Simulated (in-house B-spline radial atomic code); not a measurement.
Sb. Computed with a B-spline radial atomic code. Model: non-relativistic spherical atom: semilocal Troullier-Martins pseudo-atom, one channel per l, against all electrons, high spin, G0W0 and RPA with empty states to l = 8, local potential for every l without a channel, a model core (radius 0 = none) keeps its share of the functional.

Without relativity these are model numbers for so heavy an element.

What the tables leave out is listed at the end.

The pseudopotential gives back the lowest level of each angular momentum of its own functional in the configuration it was made in; a second state of the same l is only approximately right. Exact exchange, RPA and GW see the smooth pseudo-orbitals and miss the exchange with the core, for which the functional's share stands in. The column with an uncorrelated core keeps all orbitals and exact exchange, and so separates missing core correlation from pseudisation. Only the three outermost levels and the lowest empty one were computed. RPA here is direct RPA, with no exchange kernel, and its energies carry an (l + 1/2)⁻⁴ tail. A hybrid on a potential with a model core restores only its own semilocal share of the core's exchange.

Command:
```bash
python run_psgw.py task.json out
```
Settings (lengths in bohr, energies in hartree):
```
Z                      51
electrons              51
configuration          [Kr] 4d10 5s2 5p3
generated_in           [Kr] 4d10 5s2 5p3
functional             pbe,pbe
core_shells            8
radius_factor          1.15
core_correction        True
```

Time taken, with all properties: 48 s on 1 thread of Arm Neoverse N1, with other jobs on the host.

Given: made with PBE; model core radius 0.657 bohr; local radius 1.235 bohr; mean-field start PBE.

Valence shells of the generating configuration: 4d, 5s, 5p.

Channel: s 2.271, p 2.748, d 0.968 (radii in bohr).

Computed: largest level miss in the spin-unpolarised generating configuration 0.001 eV; valence RPA correlation energy all-electron orbitals -0.84628 hartree; valence RPA correlation energy pseudo -1.1665 hartree; all-electron RPA polarisability, core included 39.804 bohr³.

```
          level  occupied  mean-field all-electron (eV)  mean-field pseudo minus all (eV)  G0W0 all-electron (eV)  G0W0 uncorrelated core minus all (eV)  G0W0 pseudo minus all (eV)  exchange self-energy all-electron (eV)  exchange self-energy pseudo (eV)
          5p up         1                       -5.5335                            -0.001                 -8.9157                                  0.007                      -0.247                                 -14.638                           -14.027
5p down (empty)         0                       -3.6126                            -0.005                  -1.359                                  0.018                      -0.277                                 -4.1799                           -3.5796
```

(1) What is the pseudo-atom RPA polarisability?

Given: mean-field start PBE0.

Computed: valence RPA correlation energy pseudo -1.1187 hartree; all-electron RPA polarisability, core included 33.669 bohr³; pseudo-atom RPA polarisability 32.423 bohr³.

```json
{"level": "5p up", "occupied": "1", "mean-field all-electron (eV)": "-6.5875", "mean-field pseudo minus all (eV)": "-0.097", "G0W0 all-electron (eV)": "-9.1906", "G0W0 uncorrelated core minus all (eV)": "0.008", "G0W0 pseudo minus all (eV)": "-0.272", "exchange self-energy all-electron (eV)": "-14.681", "exchange self-energy pseudo (eV)": "-14.392"}
{"level": "5s down", "occupied": "1", "mean-field all-electron (eV)": "-11.48", "mean-field pseudo minus all (eV)": "0.018", "G0W0 all-electron (eV)": "-14.215", "G0W0 uncorrelated core minus all (eV)": "0.041", "G0W0 pseudo minus all (eV)": "-0.328", "exchange self-energy all-electron (eV)": "-14.529", "exchange self-energy pseudo (eV)": "-13.072"}
{"level": "5p down (empty)", "occupied": "0", "mean-field all-electron (eV)": "-2.7105", "mean-field pseudo minus all (eV)": "-0.056", "G0W0 all-electron (eV)": "-1.1007", "G0W0 uncorrelated core minus all (eV)": "0.018", "G0W0 pseudo minus all (eV)": "-0.152", "exchange self-energy all-electron (eV)": "-3.8437", "exchange self-energy pseudo (eV)": "-3.4586"}
```

(2) What is the valence RPA correlation energy all-electron orbitals?

## Answers

(1) 39.813 bohr³.

(2) -0.7989 hartree.

Among the listed levels the largest G0W0 shift of the pseudo-atom is -0.33 eV, for 5s down on the PBE0 start, while leaving the core uncorrelated moves that level by +0.04 eV. So pseudisation and the lost core exchange, not the missing core correlation, make the error. Not in the tables (levels of low weight, unsolved or above zero; the highest and the empty levels are kept at any weight): on PBE the G0W0 levels 5s down (pseudo minus all -0.37 eV, weights 0.72 and 0.76), 5s up (pseudo minus all -0.03 eV, weights 0.06 and 0.07); on PBE0 the G0W0 levels 5s up (pseudo minus all +2.17 eV, weights 0.23 and 0.08); no Hartree-Fock pseudo-atom is run with a model core.
